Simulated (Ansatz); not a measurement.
Reaction (hydrogenolysis of a B–F bond): `OCB(F)O[SiH3]` + H₂ → `OCBO[SiH3]` + H–F

Isolated molecules relaxed with PBE0-D4/def2-TZVP in Ansatz; ΔE leaves out vibrations. CCSD(T)/CBS adds triple-zeta CCSD(T) − MP2 to the extrapolated MP2 energy (def2 sets, frozen cores). This one scheme is used for every species. One conformer a species, not always the lowest.

```json
{"species": "`OCB(F)O[SiH3]`", "MP2/def2-TZVPP energy (Eh)": "-605.56172"}
{"species": "H₂", "MP2/def2-TZVPP energy (Eh)": "-1.16460"}
{"species": "`OCBO[SiH3]`", "MP2/def2-TZVPP energy (Eh)": "-506.33580"}
{"species": "H–F", "MP2/def2-TZVPP energy (Eh)": "-100.33585"}
```

Work out ΔE.

ΔE = (-506.33580) + (-100.33585) − (-605.56172) − (-1.16460) = 0.05467 Eh = +1.49 eV. CCSD(T)/CBS gives +1.44 eV.

Largest T1 diagnostic among the species: 0.012.

The D4 term adds +0.07 eV with B3LYP and +0.04 eV with PBE0; it sums over pairs of atoms, weighted by their polarisabilities, and B3LYP, whose exchange is more repulsive, gets the larger term.

B3LYP here is the variant with VWN-RPA as its local correlation; programs differ in this.
